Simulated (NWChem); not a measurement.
Si$_{2}$H$_{4}$ClF; SMILES [SiH2](F)[SiH2]Cl

```xyz
8

Si    -0.2365     1.5377     0.4137
F      0.9999     2.1125    -0.4614
Si    -0.8507    -0.6087    -0.3188
Cl     0.6268    -2.0173     0.1255
H      0.1606     1.5047     1.8457
H     -1.4041     2.4465     0.2401
H     -1.0961    -0.6552    -1.7831
H     -2.0933    -1.0207     0.3884
```
Atoms are numbered in this order, from 1.

All runs: NWChem. Pople sets run with spherical d functions. Coordinates come from a B3LYP/6-31G* (spherical d) optimisation. Vertical excitations in the gas phase.

Task: What does the run give for LRC-wPBEh/6-31+G*, TDA? Quantities: lowest excitation, singlet (eV); oscillator strength of that lowest state; orbital gap (eV).

Result: 
```
Quantity                                  Value
----------------------------------------  -----
lowest excitation, singlet (eV)            6.20
oscillator strength of that lowest state  0.020
orbital gap (eV)                          10.65
```
